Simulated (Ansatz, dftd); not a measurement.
Reaction: BNH (SMILES B=[N], doublet) → BNH- (SMILES B=[N-]) (an electron is taken up)
Each species at its own B3LYP-D3(BJ)/def2-TZVP minimum (Ansatz, a program for electronic structure).

Wanted: adiabatic electron affinity (electronic), positive where energy is released, in eV. Open shells are spin-unrestricted; no spin-orbit coupling. Correlated methods leave the cores frozen. Rows without X2C or -DK are non-relativistic. CBS(X,Y): correlation extrapolated as X^-3, Hartree-Fock from the larger set. A bracket is a step between two methods taken in the basis named. Functionals run without relativity, which enters their misses. Double hybrids freeze cores in their MP2 part. 'core' is core correlation in cc-pwCVTZ, 'X2C' scalar relativity in cc-pVTZ-DK, both at CCSD(T). def2-TZVPD holds few diffuse functions, which lowers the functionals' binding of the extra electron. The UHF reference of HBN (B=[N], doublet) is spin-contaminated (<S^2> up to 0.03 over the pure value in the sets run).

| level | program | adiabatic electron affinity (eV) | difference against the last row |
|---|---|---|---|
| B3LYP-D3(BJ)/def2-TZVPD | Ansatz + dftd3 | 2.88 | -0.16 |
| B3LYP/def2-TZVPD | Ansatz | 2.88 | -0.16 |
| B2GP-PLYP-D3(BJ)/def2-TZVPD | Ansatz + dftd3 | 2.93 | -0.11 |
| B2GP-PLYP-D4/def2-TZVPD | Ansatz + dftd4 | 2.93 | -0.11 |
| MP2/CBS(aug-cc-pVTZ,aug-cc-pVQZ) | Ansatz | 3.40 | 0.36 |
| CCSD/CBS(aug-cc-pVTZ,aug-cc-pVQZ) | Ansatz | 2.82 | -0.22 |
| CCSD(T)/aug-cc-pVQZ | Ansatz | 3.00 | -0.04 |
| CCSDT(Q)/aug-cc-pVDZ | Ansatz | 2.84 | -0.20 |
| CCSDT(Q)/aug-cc-pVTZ | Ansatz | 2.95 | -0.09 |
| CCSD(T)/CBS(aug-cc-pVTZ,aug-cc-pVQZ) + [CCSDT(Q) - CCSD(T)]/aug-cc-pVTZ + core + X2C | Ansatz | 3.04 | 0.00 |
